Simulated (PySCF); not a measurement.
PySCF input file for C₂H₆Be, SMILES [CH3][Be][CH3] (connectivity only; charge and spin as stated), charge +1, multiplicity 2, C-PCM-ωB97X/def2-SVP. Geometry: r2SCAN-D4/def2-TZVP. The spin state was assumed, not searched. The isomer is the one that the SMILES or the coordinates give; other isomers of the formula were not compared.

```python
import numpy as np
from pyscf import gto, scf, dft
from pyscf.solvent import pcm

mol = gto.M(
    atom='''
    Be   -0.00000000    0.00000000    0.00000000
    C     0.00000000    0.00000000   -1.76808764
    H     0.92727865    0.52201947   -2.01460612
    H    -0.91572145    0.54203714   -2.01460612
    H    -0.01155720   -1.06405661   -2.01460613
    C    -0.00000000    0.00000000    1.76808764
    H     0.92727866   -0.52201947    2.01460612
    H    -0.91572145   -0.54203714    2.01460612
    H    -0.01155720    1.06405660    2.01460612
    ''',
    basis='def2-SVP',
    charge=1,
    spin=1,
    max_memory=1600,
    verbose=3,
)
mf = dft.UKS(mol, xc='wb97x').density_fit(auxbasis='def2-universal-jkfit')
mf.grids.level = 3
mf.conv_tol = 1e-9
mf.max_cycle = 100
mf.kernel()
fine, coarse = mf.grids, dft.Grids(mol).set(level=1).build(with_non0tab=True)
for _ in range(3):  # follow internal instabilities
    mf.grids = coarse
    mo, _, stable, _ = mf.stability(return_status=True, nroots=4)
    mf.grids = fine
    if stable:
        break
    mf.kernel(mf.make_rdm1(mo, mf.mo_occ))
res = {}
for name, eps in {'water': 78.355, 'n-hexane': 1.8819, 'dichloromethane': 8.93}.items():
    s = mf.PCM()
    s.with_solvent.method, s.with_solvent.eps, s.with_solvent.lebedev_order = 'C-PCM', eps, 29
    s.kernel(mf.make_rdm1())
    res[name] = (s.e_tot, eps, s.dip_moment(), s.mo_energy, s.converged)
    print(f'{name}: electrostatic solvation free energy {(s.e_tot - mf.e_tot) * 627.509474:.3f} kcal/mol')
```

Program output:

```

WARN: HOMO -0.289916105963639 >= LUMO -0.289916105963641

converged SCF energy = -94.0973881070518  <S^2> = 0.76923325  2S+1 = 2.0191416
<class 'pyscf.df.df_jk.DFUKS'> wavefunction is stable in the internal stability analysis

WARN: PCM is an experimental feature. It is still in testing.
Features and APIs may be changed in the future.

converged SCF energy = -94.2037831044608  <S^2> = 0.76711023  2S+1 = 2.0170377

WARN: System has nonzero charge 1; the dipole moment is origin-dependent.
Location of origin: [0. 0. 0.]

Dipole moment(X, Y, Z, Debye): -0.00001, -0.00000,  0.00000
water: electrostatic solvation free energy -66.764 kcal/mol

WARN: PCM is an experimental feature. It is still in testing.
Features and APIs may be changed in the future.

converged SCF energy = -94.1473169546578  <S^2> = 0.76833641  2S+1 = 2.0182531

WARN: System has nonzero charge 1; the dipole moment is origin-dependent.
Location of origin: [0. 0. 0.]

Dipole moment(X, Y, Z, Debye): -0.00001, -0.00000,  0.00000
n-hexane: electrostatic solvation free energy -31.331 kcal/mol

WARN: PCM is an experimental feature. It is still in testing.
Features and APIs may be changed in the future.

converged SCF energy = -94.1928633400679  <S^2> = 0.7673657  2S+1 = 2.017291

WARN: System has nonzero charge 1; the dipole moment is origin-dependent.
Location of origin: [0. 0. 0.]

Dipole moment(X, Y, Z, Debye): -0.00001, -0.00000,  0.00000
dichloromethane: electrostatic solvation free energy -59.912 kcal/mol
```

Self-consistency was reached.
